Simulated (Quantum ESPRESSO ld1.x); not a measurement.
Input (ld1.x (Quantum ESPRESSO 7.5)):

```
 &input
    zed=68.0,
    iswitch=1,
    rel=1,
    dft='REVPBE',
    config='[Ar] 3d3 4s0 4p0',
    verbosity='high',
    prefix='ld1',
    max_out_wfc=37,
    file_charge='ld1.rho',
 /
```

Command: `OMP_NUM_THREADS=1 ld1.x < ld1.in > ld1.out`

It prints (banner and zero overlaps left out):

```
     Program LD1 v.7.5 starts

     --------------------------- All-electron run ----------------------------

     scalar relativistic calculation

     atomic number is 68.00
     dft =REVPBE   lsd =0 sic =0 latt =0  beta=0.20 tr2=1.0E-14
     Exchange-correlation= REVPBE
                           (   1   4   4   4   0   0   0)
     mesh =2105 r(mesh) = 100.73490 a.u. xmin = -8.00 dx = 0.00800
     1 Ry =  13.60569312 eV, c = 137.03599908

     n l     nl                  e(Ry)          e(Ha)          e(eV)
     1 0     1S 1( 2.00)   -4430.153871818   -2215.076935909 -60275.3140676
     2 0     2S 1( 2.00)    -916.276705742    -458.138352871 -12466.5796741
     2 1     2P 1( 6.00)    -835.480070427    -417.740035213 -11367.2854486
     3 0     3S 1( 2.00)    -341.334798011    -170.667399005  -4644.0965139
     3 1     3P 1( 6.00)    -316.813180185    -158.406590093  -4310.4629069
     3 2     3D 1( 3.00)    -290.498894090    -145.249447045  -3952.4388056
     4 0     4S 1( 0.00)    -175.037472941     -87.518736470  -2381.5061419
     4 1     4P 1( 0.00)    -165.245788351     -82.622894175  -2248.2834862

     final scf error:  1.1E-16 reached in  35 iterations

     Etot =  -22326.091934 Ry,  -11163.045967 Ha, -303761.955490 eV

     Ekin =   24496.649173 Ry,   12248.324587 Ha,  333293.891196 eV
     Encl =  -49742.095557 Ry,  -24871.047778 Ha, -676775.687438 eV
     Eh   =    3268.890760 Ry,    1634.445380 Ha,   44475.524537 eV
     Exc  =    -349.536311 Ry,    -174.768156 Ha,   -4755.683785 eV
```

Run on one thread of a shared host, so times are rough (Intel(R) Xeon(R) Processor @ 2.60GHz): 0.47 s of CPU time, 1.3 s wall, 35 iterations on 2105 mesh points.
